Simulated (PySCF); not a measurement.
**[EuCl4]− at several levels of theory**

Computed with PySCF 2.14.0 (density fitting, no spin-orbit coupling) at the geometry relaxed with PBE0:

```xyz
5
[EuCl4]− (singlet in the valence; each metal's 4f electrons, 6 of them, lie in its core potential, out of spins and levels)
Eu    0.0000    0.0000    0.0000
Cl    1.4834    1.4834    1.4834
Cl   -1.4834   -1.4834    1.4834
Cl    1.4834   -1.4834   -1.4834
Cl   -1.4834    1.4834   -1.4834
```

```
level                                   basis    state  HOMO (eV)  gap (eV)  charge on Eu1 (e)  population of f-type functions on Eu1 (polarisation alone where 4f lies in the core)  dipole about the centre of mass (D)  largest force component (eV/Å)
 PBE0  Eu lcecp-1-SVP with ECP52, Cl def2-SVP  singlet      -4.52      7.83               0.75                                                                                  0.06                                 0.00                            0.00
 BP86                                the same  singlet      -3.16      6.00               0.55                                                                                  0.05                                 0.00                            0.06
 BLYP                                the same  singlet      -2.80      5.64               0.49                                                                                  0.05                                 0.00                            0.17
```

In the lcecp rows the 4f levels are missing from HOMO and gap, and the state counts the valence alone.

Charges are Mulliken's, which hang on the basis. The relaxation used the grid (50, 194), these runs (75, 302) or, all-electron (x2c bases, spin-free X2C Hamiltonian), (99, 590).

Q: What does PBE0 with Eu lcecp-1-TZVP with ECP52, Cl def2-TZVP give here?

A: state singlet, HOMO (eV) -4.79, gap (eV) 7.98, charge on Eu1 (e) 1.31, population of f-type functions on Eu1 (polarisation alone where 4f lies in the core) 0.07, dipole about the centre of mass (D) 0.00, largest force component (eV/Å) 0.02. Time: 16 s on 2 threads of Arm Neoverse V2 (shared host), from free ions and atoms.

In the first row's basis the gap widens with exact exchange: 5.6 to 6.0 eV for BLYP, BP86 (none); 7.8 eV for PBE0 (a fixed share).

An lcecp potential fixes the number of 4f electrons, so in runs with it no electron can move into or out of that shell.
